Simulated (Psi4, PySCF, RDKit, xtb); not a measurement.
Relaxed torsion scan: SMILES C=C/C=C\C(C)C (C₇H₁₂). Scanned: dihedral C3–C4–C5–C6; all other coordinates were relaxed at GFN2-xTB. Heavy atoms are numbered in the order of the SMILES C=C/C=C\C(C)C, hydrogens after them in the order of the atoms that carry them; the mirror image has the same energies with the sign of each dihedral reversed.

Levels of theory: MMFF94 // GFN2-xTB (RDKit); GFN1-xTB // GFN2-xTB (xtb); RKS-B3LYP/6-31G* = restricted B3LYP/6-31G*, spherical d, density fitting // GFN2-xTB (PySCF 2.14.0); PBE-D3(BJ)/def2-SVP // GFN2-xTB (Psi4).

Energies relative to the lowest point of each profile, in kcal/mol; the last columns give the difference from PBE-D3(BJ):

```csv
φ / °,MMFF94,GFN1-xTB,RKS-B3LYP/6-31G*,PBE-D3(BJ)/def2-SVP,MMFF94 − PBE-D3(BJ)/def2-SVP,GFN1-xTB − PBE-D3(BJ)/def2-SVP,RKS-B3LYP/6-31G* − PBE-D3(BJ)/def2-SVP
-165,5.7,2.9,4.7,4.2,1.5,-1.2,0.5
-150,5.6,3.7,4.7,4.1,1.5,-0.4,0.6
-135,4.8,3.8,4.0,3.3,1.5,0.5,0.7
-120,4.2,3.5,3.7,3.0,1.2,0.5,0.7
-105,4.1,3.2,3.9,3.2,0.9,0.1,0.7
-90,3.9,2.8,4.4,3.6,0.3,-0.8,0.8
-75,3.3,2.0,4.0,3.1,0.1,-1.1,0.8
-60,3.2,1.8,3.7,2.9,0.3,-1.1,0.8
-45,3.6,2.3,4.3,3.5,0.1,-1.2,0.8
-30,4.0,3.0,4.3,3.5,0.5,-0.5,0.8
-15,4.1,3.4,3.8,3.1,1.0,0.3,0.7
0,4.3,3.6,3.8,3.1,1.3,0.6,0.7
15,5.0,3.8,4.1,3.5,1.5,0.3,0.7
30,5.6,3.6,4.8,4.1,1.5,-0.5,0.6
45,5.5,2.8,4.3,3.7,1.8,-1.0,0.6
60,3.6,1.3,2.5,2.0,1.5,-0.8,0.5
75,1.7,0.4,1.3,0.9,0.8,-0.5,0.4
90,0.7,0.1,0.6,0.4,0.3,-0.3,0.2
105,0.2,0.0,0.2,0.1,0.0,-0.1,0.0
120,0.0,0.0,0.0,0.0,0.0,0.0,0.0
135,0.2,0.0,0.2,0.1,0.1,-0.1,0.1
150,0.8,0.1,0.7,0.4,0.3,-0.3,0.2
165,1.9,0.5,1.4,1.1,0.8,-0.6,0.4
180,3.8,1.4,2.8,2.4,1.4,-1.0,0.5
```

MMFF94 is furthest from PBE-D3(BJ)/def2-SVP at 45 (1.8 kcal/mol, above); its mean absolute difference over the points is 0.8 kcal/mol.

GFN1-xTB is furthest from PBE-D3(BJ)/def2-SVP at -165 (-1.2 kcal/mol, below); its mean absolute difference over the points is 0.6 kcal/mol.

RKS-B3LYP/6-31G* is furthest from PBE-D3(BJ)/def2-SVP at -75 (0.8 kcal/mol, above); its mean absolute difference over the points is 0.5 kcal/mol.
